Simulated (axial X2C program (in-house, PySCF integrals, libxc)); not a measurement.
## Potential curves of NiN⁺, 2c

Computed with an axial X2C code built on PySCF integrals. Two-component (2c) means X2C with spin–orbit coupling and atomic mean-field two-electron Coulomb and Gaunt terms. Basis: Ni dyall-cv3z [9s9p6d3f2g], N dyall-av3z [7s7p3d2f] (cores contracted in-house); Gaussian nuclei, density fitting, unrestricted open shells. Masses: Ni 57.935 u, N 14.003 u.

State: Ω = 4 (⟨Sz⟩ = 2.00, ⟨Lz⟩ = 2.00 at HF). Energies in cm⁻¹ from the lowest point of each curve. Fits are polynomials in 1 − R0/R over 0.85 to 1.23 times the lowest point R0.

```csv
R (Å),MP2,PBE0,TPSS
1.6189,1168,1772,1449
1.6723,380,670,441
1.7256,42,128,8
1.7790,0,0,0
1.8413,182,229,379
1.9035,504,738,1048
1.9836,1017,1647,2182
```

Correlated methods: 14 electrons correlated (number of frozen shells: Ni 3 s, 2 p; N 1 s), 250 virtual spin orbitals or spinors in MP2.

One determinant describes the state; a PBE0 search over occupations chose it and may have missed a lower one. Density functionals use the spin component along the axis (collinear). Other states lie close and PBE0, whose exact exchange favours high spin, may order them wrongly; the determinant shown need not be the ground state. The nearest other spin-free determinant of the search, M_S = 1, Λ = 0, lies 0.04 eV up at the distance of the search. The functionals have no current-density term, which raises determinants with orbital currents, atoms included. With several unpaired electrons one determinant need not be a pure state. A state of lower Ω lies just above, and one determinant can place such states too high, so the state shown need not be the lowest. The search has Ω = 1 only 0.11 eV up. Open-shell Ω = 0 determinants with evenly filled partner blocks cannot be reached by this program, so the Ω shown need not be the lowest component. At some level and bond length an empty orbital lies below a filled one. MP2 and coupled cluster on one determinant become unreliable at the stretched end.

Task: Fit the MP2 curve near its minimum: give the equilibrium distance and the harmonic wavenumber.

Result: At MP2, 2c: Re = 1.761 Å, ωe ≈ 476 cm⁻¹; Be follows as 0.482 cm⁻¹.

Task: What are Re and ωe at the PBE0 level?

Result: At PBE0, 2c: Re = 1.772 Å, ωe ≈ 575 cm⁻¹; Be follows as 0.476 cm⁻¹.

Task: What are Re and ωe at the TPSS level?

Result: At TPSS, 2c: Re = 1.753 Å, ωe ≈ 616 cm⁻¹; Be follows as 0.487 cm⁻¹.
